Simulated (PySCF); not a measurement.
BeHF, SMILES [BeH][F].

Geometry: PBE0-D3(BJ)/def2-TZVPD.

These are IEF-PCM-B3LYP/def2-TZVPD in PySCF values and carry that method's errors.

The values are the electrostatic part of the solvation free energy, E(continuum) − E(gas) at the gas-phase geometry, in a cavity of scaled van der Waals radii (PySCF's table); cavitation and dispersion terms are not included. A continuum can't describe solvent molecules that bind to the metal. In vacuum the orbital gap is 9.05 eV. The dipole moment in vacuum is 0.70 D.

```
solvent            ε  ΔG(elec) (kcal/mol)  dipole (D)  gap (eV)
-------------  -----  -------------------  ----------  --------
water          78.36                 -5.5        0.71      9.17
cyclohexanone  15.62                 -5.0        0.72      9.16
chloroform      4.71                 -3.9        0.72      9.13
```
